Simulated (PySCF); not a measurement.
An unknown is described by computed data only.

Elements present: C, H and O. Monoisotopic mass: 106.0419 u.

| Quantity | Value |
| --- | --- |
| NMR, other nuclei | isotropic shieldings of nuclei other than C and H, by class: 229 (1 O) ppm [GIAO PBE0/pcSseg-1] |
| 1H NMR | chemical shifts (computed TMS as zero) by class: 5.66 (1 H), 3.91 (3 H), 3.36 (1 H), 3.07 (1 H) ppm [GIAO PBE0/pcSseg-1] |
| Rotational structure | rotational constants A, B, C: 3.922, 1.411, 1.044 GHz [GFN2-xTB] |
| 13C NMR | chemical shifts (computed TMS as zero) by class: 159.1 (1 C), 104.6 (1 C), 100.0 (1 C), 95.1 (1 C), 84.4 (1 C), 79.5 (1 C), 57.7 (1 C) ppm [GIAO PBE0/pcSseg-1] |
| Polarisability | 92.0 au [PBE0/def2-SVPD] |
| UV, first state | lowest singlet excitation: 4.48 eV (277 nm, f = 0.380) [TDDFT PBE0/def2-SVPD] |
| Dipole | 2.12 D [PBE0/def2-SVPD] |
| Triplet | lowest triplet excitation (Tamm–Dancoff): 2.56 eV [TDA PBE0/def2-SVPD] |

Electronic properties: PySCF, gas phase, density fitting. Levels stand in brackets. NMR shifts are as computed; neighbouring signals can stand in another order in a measured spectrum. Geometry: GFN2-xTB, one conformer, isolated molecule. NMR values are class means; diastereotopic atoms form classes of their own.

Question: Which formula fits the mass and the elements?

Answer: C7H6O (calculated 106.0419). No other formula that holds each of these elements comes within 0.0003 u with a fitting electron parity and a possible valence count.

Question: Give a SMILES that accounts for the data.

Answer: Numbering: `[CH:1]#[C:2]/[CH:3]=[C:4](\[C:5]#[CH:6])[O:7][CH3:8]`. Its formula, C7H6O, gives 5 degrees of unsaturation: 0 rings and 5 π bonds in the structure found. 7 carbons fall into 7 classes; from least to most shielded: vinylic carbon bearing oxygen [C4] (159.1 ppm), alkene CH carbon [C3] (104.6 ppm), terminal alkyne carbon [C6] (100.0 ppm), terminal alkyne carbon [C1] (95.1 ppm), alkyne carbon [C2] (84.4 ppm), alkyne carbon [C5] (79.5 ppm), methoxy carbon [C8] (57.7 ppm). Hydrogen classes from least to most shielded: 1 H on an alkene CH carbon, C3 (5.66 ppm), 3 H on a methoxy carbon, C8 (3.91 ppm), 1 H on a terminal alkyne carbon, C6 (3.36 ppm), 1 H on a terminal alkyne carbon, C1 (3.07 ppm). The other shieldings belong to: 229 ppm, ether oxygen [O7]. S1 is mainly HOMO→LUMO (weight 0.96); the largest Löwdin shares of the orbital it empties are 0.19 on the alkene CH carbon, 0.19 on a terminal alkyne carbon, 0.14 on the ether oxygen and 0.13 on an alkyne carbon, of the orbital it fills 0.19 on the vinylic carbon bearing oxygen, 0.18 on the alkene CH carbon, 0.17 on a terminal alkyne carbon and 0.12 on an alkyne carbon. The optimised geometry has point group Cs and is an asymmetric top. Structure: `C#C/C=C(\C#C)OC`. Computed isomers that give other values at the same levels: `C#CC(=O)C(=C)C=C` (13C chemical shifts (computed TMS as zero) by class: 183.8 (1 C), 155.8 (1 C), 141.7 (1 C), 133.0 (1 C), 129.8 (1 C), 92.1 (1 C), 86.7 (1 C) ppm); `C#CC1=COC=CC1` (rotational constant A: 5.301 GHz; this holds for the one conformer computed); `C#CC#CCC(C)=O` (13C chemical shifts (computed TMS as zero) by class: 205.9 (1 C), 78.6 (1 C), 75.9 (1 C), 74.2 (1 C), 73.6 (1 C), 37.4 (1 C), 30.3 (1 C) ppm). The assignments are read from this structure; whether some other isomer fits the data as well wasn't checked.

The values belong to the conformer `[CH:1]#[C:2]/[CH:3]=[C:4](\[C:5]#[CH:6])[O:7][CH3:8]`: C3–C4–O7–C8 180°.
